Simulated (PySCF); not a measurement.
## TDDFT excited states: C5H12Si2

C₅H₁₂Si₂.
SMILES: `C(=C)[Si@H]1[C@H]([SiH2]C1)C`

Level of theory: TDDFT PBE0/def2-SVPD, vertical, gas phase, core orbitals frozen in the response in PySCF 2.14.0, density-fitted response routines. One conformer (not necessarily the lowest) at the GFN2-xTB geometry, without solvent, vibrations or thermal averaging. Torsions of this conformer, `[CH2:1]=[CH:2][Si@@H:3]1[CH2:4][SiH2:5][C@@H:6]1[CH3:7]`: C1–C2–Si3–C4 34°.

```json
{"state": "S1", "E (eV)": "5.41", "ν̃ (cm⁻¹)": "43640", "f": "0.027", "main configurations (H = HOMO, L = LUMO)": "H→L (84%), H-1→L (12%)"}
{"state": "S2", "E (eV)": "5.95", "ν̃ (cm⁻¹)": "47970", "f": "0.100", "main configurations (H = HOMO, L = LUMO)": "H-1→L (82%), H→L (11%)"}
{"state": "S3", "E (eV)": "6.05", "ν̃ (cm⁻¹)": "48770", "f": "0.020", "main configurations (H = HOMO, L = LUMO)": "H-2→L (91%)"}
{"state": "S4", "E (eV)": "6.46", "ν̃ (cm⁻¹)": "52140", "f": "0.0098", "main configurations (H = HOMO, L = LUMO)": "H-4→L (56%), H→L+1 (19%), H-3→L (12%)"}
{"state": "S5", "E (eV)": "6.54", "ν̃ (cm⁻¹)": "52760", "f": "0.0019", "main configurations (H = HOMO, L = LUMO)": "H→L+1 (54%), H→L+2 (28%), H-4→L (10%)"}
{"state": "S6", "E (eV)": "6.73", "ν̃ (cm⁻¹)": "54290", "f": "0.021", "main configurations (H = HOMO, L = LUMO)": "H→L+2 (62%), H→L+1 (19%), H-4→L (12%)"}
{"state": "S7", "E (eV)": "6.90", "ν̃ (cm⁻¹)": "55660", "f": "0.023", "main configurations (H = HOMO, L = LUMO)": "H-1→L+1 (48%), H-3→L (41%)"}
{"state": "S8", "E (eV)": "7.00", "ν̃ (cm⁻¹)": "56420", "f": "0.0097", "main configurations (H = HOMO, L = LUMO)": "H-1→L+2 (57%), H-1→L+1 (22%)"}
```

Triplets, Tamm–Dancoff:

| state | E (eV) | λ (nm) | main configurations (H = HOMO, L = LUMO) |
| --- | --- | --- | --- |
| T1 | 4.11 | 301.7 | H→L (28%), H-1→L (28%), H-3→L (24%) |
| T2 | 5.15 | 240.6 | H→L (60%), H-1→L (19%) |
| T3 | 5.70 | 217.5 | H-1→L (46%), H-3→L (24%), H-2→L (20%) |

The lowest singlet comes at 229 nm (522 kJ/mol) in the ultraviolet; it is weak; its leading configuration is HOMO→LUMO (84%). The strongest level in the table is S2 at 5.95 eV (208 nm, f = 0.100). Löwdin shares by element: HOMO carbon 41% or more, silicon 24% (atoms not listed hold the other 35%); LUMO carbon 58% or more, silicon 14% or more (atoms not listed hold the other 29%). The oscillator strengths of these states sum to 0.213; summed over the whole spectrum of an exact calculation they would give the number of electrons, 70 (Thomas–Reiche–Kuhn). Of the 8 states listed, 5 reach f = 0.01 and none stays under 0.0005. The listed states span 1.58 eV, and the widest gap between neighbours is 0.54 eV (S1 to S2). Singlets were solved by full linear response, triplets in the Tamm–Dancoff approximation.

On an Intel Xeon Platinum 8488C with one thread, no GPU, shared host with 192 logical CPUs at a one-minute load of 60, this took 49 s of wall time and 0.95 GiB of memory at its peak.
